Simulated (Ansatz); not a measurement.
The first iterations of a band of C$_{2}$H$_{10}$AlBGe (15 atoms, charge 0, multiplicity 1).

All numbers below come from RKS LDA/def2-SVP (Ansatz).

```yaml
movable_images: 5
climbing_image: yes
spring: 5.0 eV/Å²
optimiser: lbfgs
start_path: IDPP
force_threshold: 0.05 eV/Å
iteration_limit: 60
end_points: relaxed
largest_step: 0.02 Å
```

Initial state:

```xyz
15
Properties=species:S:1:pos:R:3
C -1.772 -0.991 1.822
B -0.462 -0.206 1.583
Al 0.603 0.044 -0.214
C 2.200 -0.960 -0.730
Ge -0.220 1.791 -1.752
H -1.938 -1.336 2.865
H -2.057 -1.781 1.097
H -2.518 -0.158 1.683
H -0.067 0.464 2.540
H 1.960 -2.042 -0.833
H 2.976 -0.891 0.065
H 2.649 -0.614 -1.685
H 0.772 2.209 -2.869
H -1.500 1.317 -2.496
H -0.648 3.104 -1.046
```

Final state:

```xyz
15
Properties=species:S:1:pos:R:3
C -1.569 -0.558 2.201
B -0.939 -1.083 0.891
Al 0.497 -0.153 -0.335
C 2.403 -0.580 -0.426
Ge -0.308 1.568 -1.911
H -1.032 0.228 2.769
H -1.968 -1.336 2.886
H -2.487 -0.062 1.778
H -1.435 -2.119 0.443
H 2.585 -1.182 -1.346
H 2.778 -1.168 0.438
H 3.022 0.338 -0.530
H 0.680 1.940 -3.049
H -1.648 1.214 -2.609
H -0.599 2.902 -1.169
```

| iteration | highest image above the first end (eV) | largest band force component (eV/Å) |
| --- | --- | --- |
| 1 | 0.663 | 2.097 |
| 2 | 0.566 | 1.405 |
| 3 | 0.472 | 0.974 |
| 4 | 0.391 | 0.824 |
| 5 | 0.330 | 0.727 |
| 6 | 0.287 | 0.509 |
| 7 | 0.245 | 0.437 |
| 8 | 0.237 | 0.384 |
| 9 | 0.219 | 0.343 |
| 10 | 0.201 | 0.149 |
| 11 | 0.191 | 0.150 |
| 12 | 0.189 | 0.150 |
| 13 | 0.185 | 0.232 |
| 14 | 0.184 | 0.145 |
| 15 | 0.182 | 0.140 |

Task: Does the band converge within its limit, and where does its top end?

Result: The run converged. It ended after 46 iterations with the highest image 0.170 eV above the first end. The order of the stationary point at the top wasn't checked.

Time of the run: 4.7 min on 2 threads of Intel(R) Xeon(R) Platinum 8488C (Sapphire Rapids) (shared host), peak memory 0.21 GiB.
